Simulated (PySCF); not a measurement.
C2H5AlBr2 (SMILES C[CH2][Al]([Br])[Br]), singlet, at a GFN2-xTB geometry (such geometries of metal compounds can be far from the true shape); CASSCF(8,8)/STO-3G (PySCF).

The PySCF input:
```python
from pyscf import gto, scf, mcscf
import numpy

mol = gto.M(
    atom='''
Al   -0.083528    0.153987   -0.398881
Br   -0.474538   -1.715813    0.811563
Br    1.069201    1.828480    0.591970
C    -0.737505    0.309692   -2.274587
C    -1.493075   -0.948223   -2.733556
H     0.100565    0.501883   -2.960106
H    -1.391106    1.187338   -2.383125
H    -2.360949   -1.135482   -2.101053
H    -0.852282   -1.828746   -2.684609
H    -1.840098   -0.838990   -3.760485
''',
    basis='sto-3g',
    charge=0,
    spin=0,
    verbose=4,
)

mf = scf.RHF(mol)
mf.kernel()
mc = mcscf.CASSCF(mf, 8, 8)
mc.fix_spin_(ss=0.0)
mc.kernel()
occ = numpy.linalg.eigvalsh(mc.fcisolver.make_rdm1(mc.ci, mc.ncas, mc.nelecas))[::-1]
ss = mc.fcisolver.spin_square(mc.ci, mc.ncas, mc.nelecas)[0]
print('natural occupations', occ.round(4), ' <S^2>', round(ss, 4))
```

Output, abridged:

```
PySCF version 2.14.0

[INPUT] verbose = 4
[INPUT] num. atoms = 10
[INPUT] num. electrons = 100
[INPUT] charge = 0
[INPUT] spin (= nelec alpha-beta = 2S) = 0
[INPUT] symmetry False subgroup None
[INPUT] Mole.unit = angstrom
[INPUT] Symbol           X                Y                Z      unit          X                Y                Z       unit  Magmom
[...]
nuclear repulsion = 617.074916031509
number of shells = 32
number of NR pGTOs = 180
number of NR cGTOs = 60
basis = sto-3g
ecp = {}

******** <class 'pyscf.scf.hf.RHF'> ********
method = RHF
initial guess = minao
damping factor = 0
level_shift factor = 0
DIIS = <class 'pyscf.scf.diis.CDIIS'>
diis_start_cycle = 1
diis_space = 8
diis_damp = 0
SCF conv_tol = 1e-09
SCF conv_tol_grad = None
SCF max_cycles = 50
direct_scf = True
direct_scf_tol = 1e-13
Set gradient conv threshold to 3.16228e-05
Initial guess from minao.
init E= -5398.76409131133
[...]
cycle= 1 E= -5406.14032876468  delta_E= -7.38  |g|= 0.402  |ddm|= 3.51
[...]
cycle= 2 E= -5406.24778451987  delta_E= -0.107  |g|= 0.11  |ddm|= 1.15
[...]
cycle= 3 E= -5406.25406793719  delta_E= -0.00628  |g|= 0.0308  |ddm|= 0.221
[...]
cycle= 4 E= -5406.254952407  delta_E= -0.000884  |g|= 0.00787  |ddm|= 0.108
[...]
cycle= 5 E= -5406.25499742582  delta_E= -4.5e-05  |g|= 0.00177  |ddm|= 0.0233
[...]
cycle= 6 E= -5406.2549997654  delta_E= -2.34e-06  |g|= 0.000373  |ddm|= 0.00521
[...]
cycle= 7 E= -5406.2549998681  delta_E= -1.03e-07  |g|= 4.13e-05  |ddm|= 0.00118
[...]
cycle= 8 E= -5406.25499986943  delta_E= -1.33e-09  |g|= 6.8e-06  |ddm|= 0.000132
[...]
cycle= 9 E= -5406.25499986948  delta_E= -5.28e-11  |g|= 1.31e-06  |ddm|= 2.65e-05
[...]
Extra cycle  E= -5406.25499986947  delta_E= 1.09e-11  |g|= 5.07e-07  |ddm|= 4.13e-06
converged SCF energy = -5406.25499986947

******** <class 'pyscf.mcscf.mc1step.CASSCF'> ********
CAS (4e+4e, 8o), ncore = 46, nvir = 6
max_cycle_macro = 50
max_cycle_micro = 4
conv_tol = 1e-07
conv_tol_grad = None
orbital rotation max_stepsize = 0.02
orbital rotation threshold for CI restart = 0.01
augmented hessian ah_max_cycle = 30
augmented hessian ah_conv_tol = 1e-12
augmented hessian ah_linear dependence = 1e-14
augmented hessian ah_level shift = 1e-08
augmented hessian ah_start_tol = 2.5
augmented hessian ah_start_cycle = 3
augmented hessian ah_grad_trust_region = 3
kf_trust_region = 3
kf_interval = 4
ci_response_space = 4
ci_grad_trust_region = 3
with_dep4 0
natorb = False
canonicalization = True
sorting_mo_energy = False
ao2mo_level = 2
internal_rotation = False
******** <class 'pyscf.fci.addons.SpinPenaltyFCISolver'> ********
max. cycles = 50
conv_tol = 1e-08
davidson only = True
linear dependence = 1e-12
level shift = 0.001
max iter space = 12
nroots = 1
pspace_size = 400
spin = None
CASCI E = -5406.25790956684  S^2 = 0.0000000
Set conv_tol_grad to 0.000316228
macro iter   1 ( 21 JK    4 micro), CASSCF E = -5406.26463139449  dE = -6.72182765e-03  S^2 = 0.0000000
               |grad[o]|=0.00363  |grad[c]|=0.0267  |ddm|=0.0464  |maxRot[o]|=0.301
macro iter   2 ( 21 JK    4 micro), CASSCF E = -5406.27001795210  dE = -5.38655761e-03  S^2 = 0.0000000
               |grad[o]|=0.0113  |grad[c]|=0.0207  |ddm|=0.0228  |maxRot[o]|=0.185
macro iter   3 ( 17 JK    4 micro), CASSCF E = -5406.27285007379  dE = -2.83212169e-03  S^2 = 0.0000000
               |grad[o]|=0.0103  |grad[c]|=0.0216  |ddm|=0.0251  |maxRot[o]|= 0.15
macro iter   4 ( 21 JK    4 micro), CASSCF E = -5406.27690418581  dE = -4.05411202e-03  S^2 = 0.0000000
               |grad[o]|=0.0099  |grad[c]|=0.0428  |ddm|=0.0388  |maxRot[o]|=0.204
macro iter   5 ( 21 JK    4 micro), CASSCF E = -5406.27969047903  dE = -2.78629322e-03  S^2 = 0.0000000
               |grad[o]|=0.0114  |grad[c]|=0.0181  |ddm|=0.0118  |maxRot[o]|=0.193
macro iter   6 ( 12 JK    3 micro), CASSCF E = -5406.28127972717  dE = -1.58924814e-03  S^2 = 0.0000000
               |grad[o]|=0.00962  |grad[c]|=0.00501  |ddm|=0.0112  |maxRot[o]|=0.0795
macro iter   7 ( 12 JK    3 micro), CASSCF E = -5406.28212967728  dE = -8.49950106e-04  S^2 = 0.0000000
               |grad[o]|=0.0079  |grad[c]|=0.00218  |ddm|=0.00636  |maxRot[o]|=0.0673
macro iter   8 ( 21 JK    4 micro), CASSCF E = -5406.28225202128  dE = -1.22344004e-04  S^2 = 0.0000000
               |grad[o]|=0.00617  |grad[c]|=0.00997  |ddm|=0.00273  |maxRot[o]|=0.153
macro iter   9 (  7 JK    2 micro), CASSCF E = -5406.28323207041  dE = -9.80049128e-04  S^2 = 0.0000000
               |grad[o]|=0.00481  |grad[c]|=0.00165  |ddm|=0.0079  |maxRot[o]|=0.0666
macro iter  10 (  7 JK    2 micro), CASSCF E = -5406.28372334460  dE = -4.91274193e-04  S^2 = 0.0000000
               |grad[o]|=0.00353  |grad[c]|=0.00173  |ddm|=0.00709  |maxRot[o]|=0.0688
macro iter  11 (  7 JK    2 micro), CASSCF E = -5406.28394313821  dE = -2.19793603e-04  S^2 = 0.0000000
               |grad[o]|=0.00247  |grad[c]|=0.00136  |ddm|=0.00452  |maxRot[o]|=0.0697
macro iter  12 (  7 JK    2 micro), CASSCF E = -5406.28407384347  dE = -1.30705261e-04  S^2 = 0.0000000
               |grad[o]|=0.00171  |grad[c]|=0.00213  |ddm|=0.00369  |maxRot[o]|=0.0697
macro iter  13 (  7 JK    2 micro), CASSCF E = -5406.28415892158  dE = -8.50781162e-05  S^2 = 0.0000000
               |grad[o]|=0.00118  |grad[c]|=0.00216  |ddm|=0.00332  |maxRot[o]|=0.0698
macro iter  14 (  7 JK    2 micro), CASSCF E = -5406.28422113280  dE = -6.22112193e-05  S^2 = 0.0000000
               |grad[o]|=0.000842  |grad[c]|=0.00122  |ddm|=0.00343  |maxRot[o]|=0.0697
macro iter  15 (  7 JK    2 micro), CASSCF E = -5406.28429144698  dE = -7.03141750e-05  S^2 = 0.0000000
               |grad[o]|=0.00071  |grad[c]|=0.00763  |ddm|=0.00106  |maxRot[o]|=0.0698
macro iter  16 (  7 JK    2 micro), CASSCF E = -5406.28441376515  dE = -1.22318171e-04  S^2 = 0.0000000
               |grad[o]|=0.0012  |grad[c]|=0.0069  |ddm|=0.00218  |maxRot[o]|=0.0698
macro iter  17 (  7 JK    2 micro), CASSCF E = -5406.28462250662  dE = -2.08741474e-04  S^2 = 0.0000000
[...]
macro iter  22 (  7 JK    2 micro), CASSCF E = -5406.29076600642  dE = -1.62708469e-03  S^2 = 0.0000000
               |grad[o]|=0.00785  |grad[c]|=0.00413  |ddm|=0.0133  |maxRot[o]|=0.0698
macro iter  23 (  7 JK    2 micro), CASSCF E = -5406.29243968631  dE = -1.67367989e-03  S^2 = 0.0000000
               |grad[o]|=0.00883  |grad[c]|=0.00366  |ddm|=0.0151  |maxRot[o]|=0.0698
macro iter  24 (  7 JK    2 micro), CASSCF E = -5406.29389152995  dE = -1.45184365e-03  S^2 = 0.0000000
               |grad[o]|=0.00963  |grad[c]|=0.00297  |ddm|=0.0172  |maxRot[o]|=0.0698
macro iter  25 ( 16 JK    4 micro), CASSCF E = -5406.29365811183  dE =  2.33418121e-04  S^2 = 0.0000000
               |grad[o]|=0.00878  |grad[c]|=0.0134  |ddm|=0.0131  |maxRot[o]|=0.0898
macro iter  26 ( 21 JK    4 micro), CASSCF E = -5406.29372431894  dE = -6.62071088e-05  S^2 = 0.0000000
               |grad[o]|=0.00624  |grad[c]|=0.00488  |ddm|=0.00339  |maxRot[o]|=0.0209
macro iter  27 ( 21 JK    4 micro), CASSCF E = -5406.29371067297  dE =  1.36459739e-05  S^2 = 0.0000000
               |grad[o]|=0.0045  |grad[c]|=0.00697  |ddm|=0.00225  |maxRot[o]|=0.0108
macro iter  28 ( 23 JK    4 micro), CASSCF E = -5406.29393211817  dE = -2.21445206e-04  S^2 = 0.0000000
               |grad[o]|=0.0039  |grad[c]|=0.00228  |ddm|=0.000723  |maxRot[o]|=0.0329
macro iter  29 ( 21 JK    4 micro), CASSCF E = -5406.29392164903  dE =  1.04691426e-05  S^2 = 0.0000000
               |grad[o]|=0.00302  |grad[c]|=0.00487  |ddm|=0.0012  |maxRot[o]|=0.0053
macro iter  30 ( 25 JK    4 micro), CASSCF E = -5406.29408967321  dE = -1.68024178e-04  S^2 = 0.0000000
               |grad[o]|=0.00285  |grad[c]|=0.00187  |ddm|=0.000728  |maxRot[o]|=0.0243
macro iter  31 ( 21 JK    4 micro), CASSCF E = -5406.29409077826  dE = -1.10505334e-06  S^2 = 0.0000000
               |grad[o]|=0.00257  |grad[c]|=0.00395  |ddm|=0.0012  |maxRot[o]|=0.00243
macro iter  32 (  7 JK    2 micro), CASSCF E = -5406.29433616733  dE = -2.45389068e-04  S^2 = 0.0000000
               |grad[o]|=0.00243  |grad[c]|=0.00232  |ddm|=0.00162  |maxRot[o]|=0.0413
macro iter  33 (  7 JK    2 micro), CASSCF E = -5406.29456822877  dE = -2.32061443e-04  S^2 = 0.0000000
               |grad[o]|=0.00277  |grad[c]|=0.00265  |ddm|=0.00237  |maxRot[o]|=0.0537
macro iter  34 ( 15 JK    4 micro), CASSCF E = -5406.29403462085  dE =  5.33607928e-04  S^2 = 0.0000000
               |grad[o]|=0.00324  |grad[c]|=0.0123  |ddm|=0.0092  |maxRot[o]|=0.0961
macro iter  35 ( 21 JK    4 micro), CASSCF E = -5406.29405413623  dE = -1.95153807e-05  S^2 = 0.0000000
               |grad[o]|=0.00419  |grad[c]|=0.00309  |ddm|=0.00109  |maxRot[o]|=0.00259
macro iter  36 (  7 JK    2 micro), CASSCF E = -5406.29428553261  dE = -2.31396378e-04  S^2 = 0.0000000
               |grad[o]|=0.00325  |grad[c]|=0.002  |ddm|=0.00125  |maxRot[o]|=0.0359
macro iter  37 (  7 JK    2 micro), CASSCF E = -5406.29453049355  dE = -2.44960944e-04  S^2 = 0.0000000
               |grad[o]|=0.00213  |grad[c]|=0.00285  |ddm|=0.00192  |maxRot[o]|=0.0501
macro iter  38 (  5 JK    2 micro), CASSCF E = -5406.29460997749  dE = -7.94839443e-05  S^2 = 0.0000000
               |grad[o]|=0.00227  |grad[c]|=0.00101  |ddm|=0.00183  |maxRot[o]|=0.0254
macro iter  39 ( 15 JK    4 micro), CASSCF E = -5406.29402782540  dE =  5.82152095e-04  S^2 = 0.0000000
               |grad[o]|=0.0021  |grad[c]|=0.0126  |ddm|=0.0114  |maxRot[o]|=0.108
macro iter  40 ( 21 JK    4 micro), CASSCF E = -5406.29405622578  dE = -2.84003836e-05  S^2 = 0.0000000
               |grad[o]|=0.0049  |grad[c]|=0.00329  |ddm|=0.00139  |maxRot[o]|=0.00336
macro iter  41 (  7 JK    2 micro), CASSCF E = -5406.29429772017  dE = -2.41494387e-04  S^2 = 0.0000000
               |grad[o]|=0.00369  |grad[c]|=0.00217  |ddm|=0.00133  |maxRot[o]|=0.0368
macro iter  42 (  7 JK    2 micro), CASSCF E = -5406.29454368459  dE = -2.45964424e-04  S^2 = 0.0000000
               |grad[o]|=0.00222  |grad[c]|=0.00299  |ddm|=0.00201  |maxRot[o]|=0.0507
macro iter  43 (  5 JK    2 micro), CASSCF E = -5406.29461916184  dE = -7.54772464e-05  S^2 = 0.0000000
               |grad[o]|=0.002  |grad[c]|=0.000995  |ddm|=0.0017  |maxRot[o]|=0.0255
macro iter  44 (  8 JK    3 micro), CASSCF E = -5406.29453653292  dE =  8.26289197e-05  S^2 = 0.0000000
               |grad[o]|=0.00182  |grad[c]|=0.00126  |ddm|=0.00136  |maxRot[o]|=0.0277
macro iter  45 ( 21 JK    4 micro), CASSCF E = -5406.29453631407  dE =  2.18847163e-07  S^2 = 0.0000000
               |grad[o]|=0.00148  |grad[c]|=0.00231  |ddm|=0.000697  |maxRot[o]|=0.000601
macro iter  46 ( 25 JK    4 micro), CASSCF E = -5406.29459226146  dE = -5.59473929e-05  S^2 = 0.0000000
               |grad[o]|=0.00139  |grad[c]|=0.000899  |ddm|=0.000586  |maxRot[o]|=0.0166
macro iter  47 (  7 JK    2 micro), CASSCF E = -5406.29463743416  dE = -4.51726910e-05  S^2 = 0.0000000
               |grad[o]|=0.00103  |grad[c]|=0.000394  |ddm|=0.00099  |maxRot[o]|=0.0202
macro iter  48 ( 15 JK    4 micro), CASSCF E = -5406.29441475746  dE =  2.22676700e-04  S^2 = 0.0000000
               |grad[o]|=0.000854  |grad[c]|=0.00557  |ddm|=0.00526  |maxRot[o]|=0.0621
macro iter  49 ( 20 JK    4 micro), CASSCF E = -5406.29452386267  dE = -1.09105214e-04  S^2 = 0.0000000
               |grad[o]|=0.00275  |grad[c]|=0.00157  |ddm|=0.000544  |maxRot[o]|=0.0225
macro iter  50 (  7 JK    2 micro), CASSCF E = -5406.29461377729  dE = -8.99146162e-05  S^2 = 0.0000000
               |grad[o]|=0.00142  |grad[c]|=0.000672  |ddm|=0.00122  |maxRot[o]|=0.0281
1-step CASSCF not converged,  50 macro (657 JK 149 micro) steps
CASSCF canonicalization
Density matrix diagonal elements [1.99290443 1.98420769 1.98077361 1.97329485 0.00934834 0.0311735
 0.01148973 0.01680784]
CASSCF energy = -5406.29461377729
CASCI E = -5406.29461377729  E(CI) = -10.8055745479414  S^2 = 0.0000000
natural occupations [1.9943 1.9852 1.9815 1.9715 0.0334 0.014  0.0114 0.0088]  <S^2> 0.0
```

The run did not converge; its last values are not results.
